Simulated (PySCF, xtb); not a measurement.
Sb(Me)3 (C3H9Sb), SMILES [CH3][Sb]([CH3])[CH3].

Harmonic wavenumbers (cm⁻¹) from GFN2-xTB run with xtb at its own minimum, in rising order: 79, 108, 109, 168, 168, 189, 489, 508, 508, 725, 744, 744, 791, 791, 801, 1277, 1277, 1290, 1457, 1467, 1467, 1473, 1473, 1480, 3021, 3022, 3032, 3044, 3045, 3045, 3046, 3049, 3050.

What does PySCF with PBE0-D3(BJ)/def2-SVP give at its own minimum? (An estimate is asked for; the answer gives what the named calculation found.)

114, 122, 122, 174, 174, 188, 519, 522, 522, 696, 723, 723, 824, 824, 829, 1212, 1212, 1231, 1423, 1429, 1429, 1436, 1436, 1445, 3060, 3063, 3063, 3182, 3182, 3182, 3182, 3183, 3183. Paired by order, the mean absolute difference is 50 cm⁻¹ and the zero-point energies are 67.1 and 68.1 kcal/mol.
